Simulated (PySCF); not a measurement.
p-xylene (C₈H₁₀), SMILES c1cc(ccc1C)C. Heavy atoms are numbered as in [CH3:1][c:2]1[cH:3][cH:4][c:5]([CH3:6])[cH:7][cH:8]1. Hydrogens are named by the atom that carries them.

Geometry optimised at PBE0-D3(BJ)/def2-SVP.

Computed with PBE0/pcSseg-1 (PySCF).

GIAO shieldings, no solvent; atoms alike by connectivity are averaged. δ = σ(ref) − σ: ¹³C against TMS (σ = 186.3 ppm); ¹H against TMS (σ = 31.56 ppm), references at their B3LYP-D3(BJ)/def2-TZVP geometries, non-relativistic.

### Question
Estimate the chemical shifts. (Estimate from the structure and the level; the computed values follow.)

### Answer

```tsv
nucleus	atoms	count	δ (ppm)
¹³C	C2	2	141.6
¹³C	C3 (CH)	4	136.3
¹³C	C1 (CH3)	2	24.8
¹H	H on C3	4	7.49
¹H	H on C1	6	2.62
```
